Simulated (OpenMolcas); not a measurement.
Computed transition rates of V2+

| Quantity | Value |
| --- | --- |
| Program | OpenMolcas |
| Method | MS-CASPT2, IPEA 0.25 Eh, imaginary shift 0.1 Eh (closed shells correlated: 3s 3p) |
| Basis | ANO-R3 [7s5p5d3f2g1h] |
| Scalar Hamiltonian | X2C, finite nucleus |
| Active space | 3 electrons in 6 orbitals (3d 4s) |
| State averaging | 2S+1 = 4 even, 20 roots; 2S+1 = 2 even, 64 roots kept (CI in the orbitals of an earlier block) |
| Spin-orbit coupling | RASSI with atomic mean-field integrals over the reference wave functions, term energies averaged over their components |

Rates come from the transition moments of the reference wave functions (E1 and E2 in the length form). At fixed line strength A goes as λ^-3 for E1 and M1 and as λ^-5 for E2, so a rate at the computed wavelength can be rescaled to the measured one. Measured vacuum wavelengths follow from level energies in Sugar and Corliss, J. Phys. Chem. Ref. Data 7, 1191 (1978). Branching counts decays inside the model space alone, at computed energies, and the table is only a selection of the E2 and M1 lines, drawn from those between levels with measured partners whose computed energy lies within a factor of 1.5 of the measured one.

```csv
Upper,Lower,Type,λ computed (nm),λ measured (nm),A computed (s-1),A rescaled (s-1),Branching %
3d2 4s 4P 5/2,3d3 4F 9/2,E2,177.1,177.5,8.67e+01,8.57e+01,50.4
3d2 4s 2G 7/2,3d3 2H 9/2,E2,215.1,215,6.13e+01,6.14e+01,53.7
3d2 4s 2G 9/2,3d3 2H 11/2,E2,216,215.9,5.79e+01,5.80e+01,50.5
3d2 4s 4F 9/2,3d3 4F 9/2,E2,230,226.9,4.45e+01,4.76e+01,71.7
3d2 4s 2D 3/2,3d3 2G 7/2,E2,228.4,225.8,3.26e+01,3.45e+01,49.3
3d2 4s 2P 1/2,3d3 2P 3/2,E2,215.6,217.3,3.25e+01,3.12e+01,53.8
3d2 4s 4F 3/2,3d3 4F 3/2,E2,230,227.6,2.80e+01,2.95e+01,46.1
3d2 4s 2F 5/2,3d3 2G 7/2,E2,270.1,267.7,1.85e+01,1.93e+01,45.5
3d3 2D 3/2(2),3d3 2G 7/2,E2,323.7,328.9,4.15e+00,3.83e+00,73.8
3d3 2D 5/2(2),3d3 2G 9/2,E2,327.8,332.4,3.68e+00,3.43e+00,67.6
3d3 2F 5/2,3d3 2G 7/2,E2,627.2,629.7,6.92e-02,6.78e-02,47.7
3d3 2D 5/2(1),3d3 4F 7/2,M1,632.7,623.7,6.21e-02,,78.3
3d3 2D 3/2(1),3d3 4F 5/2,M1,628.5,617.9,5.75e-02,,57.3
3d3 2G 9/2,3d3 4F 9/2,M1,893.5,861.8,3.35e-02,,71.6
3d3 4P 1/2,3d3 4F 3/2,E2,862.3,868.5,2.46e-02,2.37e-02,61.8
3d3 4P 5/2,3d3 4F 9/2,E2,893.5,894,2.46e-02,2.45e-02,68.0
3d3 4P 3/2,3d3 4F 7/2,E2,886.7,888.9,1.82e-02,1.80e-02,48.3
3d3 2P 1/2,3d3 4P 1/2,M1,2871,2459,1.59e-02,,96.4
3d3 2G 7/2,3d3 4F 7/2,M1,890.7,860.2,1.34e-02,,51.2
3d3 2H 9/2,3d3 2G 9/2,M1,2119,2163,1.23e-02,,65.4
3d3 2G 7/2,3d3 4F 5/2,M1,873.3,846,1.19e-02,,45.5
3d3 2H 11/2,3d3 2G 9/2,M1,2037,2087,6.27e-03,,97.4
3d3 4F 9/2,3d3 4F 7/2,M1,35740,41270,5.93e-04,3.85e-04,100.0
3d3 4F 7/2,3d3 4F 5/2,M1,44610,51020,4.90e-04,3.28e-04,100.0
3d3 4F 5/2,3d3 4F 3/2,M1,61030,68730,1.91e-04,1.34e-04,100.0
```

Spin-changing lines and M1 lines between different terms are not rescaled, since their strength hangs on the term gaps too.

The largest correction is for 3d3 4F 9/2 → 3d3 4F 7/2 (M1): 5.93e-04 × (35740 / 41270)^3 = 3.85e-04 s-1, a factor of 0.65.

The computed order of these levels differs from the measured one in 3 places, and where term gaps are wrong the rates of spin-changing lines can be off by large factors.

These are rates of the free ion; in crystals, glasses and complexes forced electric-dipole and non-radiative decay shorten such lifetimes by orders of magnitude. No measured rate stands beside these. Rescaling mends the energy factor alone: line strengths can still be far off where a level mixes with configurations outside the active space, and weak or spin-changing lines hang on small mixing coefficients that depend on the term gaps too, so rescaling need not improve them.

CASPT2 does not keep the components of a term degenerate, so their means are used; among the terms shown or strongly mixed into the levels shown the widest spread is 1200 cm-1 (3d2 4s 4F). Terms from blocks run as CI alone lack orbitals of their own. A single d shell beside an s shell can misplace configurations of different d count against each other. The CASPT2 spread within a term exceeds the gap to the next term for 3d3 2G and 3d3 4P, so the order of their levels is uncertain. Measured partners are found by configuration, term and J. A level has none where our copy of the source lacks it or the pairing is in doubt (some pairs that miss far off the trend of their configuration count as doubtful). Only configurations of the active space appear.

A number in round brackets counts repeated terms of one configuration in the order of the reference energies.
